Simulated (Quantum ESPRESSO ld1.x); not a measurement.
All-electron atom: Hf31+ in [Kr] 4d5. Method: scalar-relativistic Kohn-Sham, LDA (Slater exchange, VWN5 correlation), spin-unpolarised, spherical densities, point nucleus; computed with ld1.x of Quantum ESPRESSO 7.5.

Unscreened Slater integrals over Kohn-Sham orbitals (eV).

\begin{tabular}{lr}
integral & value \\ \hline
F0(4d,4d) & 54.223 \\
F2(4d,4d) & 27.708 \\
F4(4d,4d) & 18.857 \\
F0(4d,4p) & 54.341 \\
F2(4d,4p) & 27.945 \\
G1(4d,4p) & 34.884 \\
G3(4d,4p) & 22.307 \\
F0(4d,4s) & 55.227 \\
G2(4d,4s) & 27.641 \\
F0(4d,3d) & 69.811 \\
F2(4d,3d) & 20.025 \\
F4(4d,3d) & 9.9697 \\
G0(4d,3d) & 6.3744 \\
G2(4d,3d) & 8.0667 \\
G4(4d,3d) & 6.3447 \\
F0(4d,3p) & 68.181 \\
F2(4d,3p) & 20.210 \\
G1(4d,3p) & 4.7515 \\
G3(4d,3p) & 5.0502 \\
F0(4p,4p) & 54.594 \\
F2(4p,4p) & 28.541 \\
F0(4p,4s) & 55.471 \\
G1(4p,4s) & 37.577 \\
F0(4p,3d) & 69.444 \\
F2(4p,3d) & 19.446 \\
G1(4p,3d) & 6.2760 \\
G3(4p,3d) & 6.3191 \\
F0(4p,3p) & 68.337 \\
F2(4p,3p) & 20.826 \\
G0(4p,3p) & 5.5792 \\
G2(4p,3p) & 6.7057 \\
F0(4s,4s) & 56.427 \\
F0(4s,3d) & 71.044 \\
G2(4s,3d) & 6.5248 \\
F0(4s,3p) & 69.899 \\
G1(4s,3p) & 6.8308 \\
F0(3d,3d) & 131.74 \\
F2(3d,3d) & 67.137 \\
F4(3d,3d) & 43.194 \\
F0(3d,3p) & 123.27 \\
F2(3d,3p) & 59.357 \\
G1(3d,3p) & 65.220 \\
G3(3d,3p) & 42.960 \\
F0(3p,3p) & 118.29 \\
F2(3p,3p) & 59.325 \\
\end{tabular}

Derived for the open shells (J is the average intra-shell exchange parameter used in DFT+U). 4d: Racah B = F2/49 - 5 F4/441 = 0.3517 eV, C = 35 F4/441 = 1.497 eV, C/B = 4.26, F4/F2 = 0.681, J = (F2 + F4)/14 = 3.326 eV.
